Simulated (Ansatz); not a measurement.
Start from `[OH][Cd][O][SiH3]` and change one atom or group to get `[SiH3][O][Cd][Cl]`.

Ansatz, PBE0-D4/def2-TZVP geometries, multiplicity 1. Each molecule was computed in one conformer, which needn't be the lowest.

Elements past krypton have def2 core potentials.

| property | `[OH][Cd][O][SiH3]` |
| --- | --- |
| HOMO–LUMO gap (PBE0/def2-TZVPP) / eV | 6.36 |
| LUMO energy (ωB97M-V/def2-TZVPP) / eV | -0.03 |
| size of the dipole moment (PBE/def2-TZVPP) / D | 1.71 |
| zero-point energy (PBE0-D4/def2-TZVP) / kJ/mol | 108.6 |
| HOMO energy (PBE/def2-TZVPP) / eV | -6.62 |
| ideal-gas entropy at 298 K and 1 bar (rigid rotor, harmonic PBE0-D4/def2-TZVP) / J/(mol·K) | 377 |

(1) Give the same properties after the change, and the shifts. (Best estimate.)

Answers

(1) Ansatz gave: 
| property | `[SiH3][O][Cd][Cl]` | shift |
| --- | --- | --- |
| HOMO–LUMO gap (PBE0/def2-TZVPP) / eV | 6.23 | -0.13 |
| LUMO energy (ωB97M-V/def2-TZVPP) / eV | -0.29 | -0.26 |
| size of the dipole moment (PBE/def2-TZVPP) / D | 0.03 | -1.68 |
| zero-point energy (PBE0-D4/def2-TZVP) / kJ/mol | 78.4 | -30.2 |
| HOMO energy (PBE/def2-TZVPP) / eV | -6.91 | -0.29 |
| ideal-gas entropy at 298 K and 1 bar (rigid rotor, harmonic PBE0-D4/def2-TZVP) / J/(mol·K) | 367 | -10 |

With PBE0 the HOMO falls by 0.22 eV and the LUMO falls by 0.35 eV, so the gap narrows by about 0.13 eV. PBE moves the HOMO by -0.29 eV and ωB97M-V by -0.19 eV. The zero-point energy changes by -30.2 kJ/mol with -3 modes. Modes under 60 cm⁻¹, often nearly free rotors, make the harmonic entropy too high.
